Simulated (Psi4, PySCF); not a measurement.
Input for Psi4:
```
memory 2 GB

molecule mol {
1 1
O    -0.996704   -0.486791   -0.020502
C     0.162609    0.529378   -0.007031
O     1.224370    0.115755    0.112384
H    -0.703626   -1.428893   -0.052034
H    -0.301851    1.512574   -0.077054
H    -1.791505   -0.291660   -0.563782
}

set {
  basis 6-31g**
  reference rhf
  freeze_core true
  mp2_type conv
  scf_type pk
  puream true
  d_convergence 1e-8
}

energy('ccsd(t)')
print_variables()
```

Q: Convert this to an input for PySCF.

A: This is not unique; one that fits is 
```python
from pyscf import gto, scf, cc

mol = gto.Mole()
mol.atom = '''
    O    -0.99670430   -0.48679131   -0.02050171
    C     0.16260915    0.52937802   -0.00703074
    O     1.22437017    0.11575511    0.11238354
    H    -0.70362568   -1.42889272   -0.05203392
    H    -0.30185128    1.51257374   -0.07705403
    H    -1.79150481   -0.29165963   -0.56378237
'''
mol.basis = '6-31g**'
mol.charge = 1
mol.verbose = 3
mol.build()

mf = scf.RHF(mol)
mf.kernel()

mycc = cc.CCSD(mf, frozen=3)
mycc.kernel()
et = mycc.ccsd_t()
print('E(CCSD(T)) = %.10f' % (mycc.e_tot + et))
```

Both were run: Psi4 gave -189.546045 Eh and PySCF -189.546046 Eh, 0.000 mEh apart.
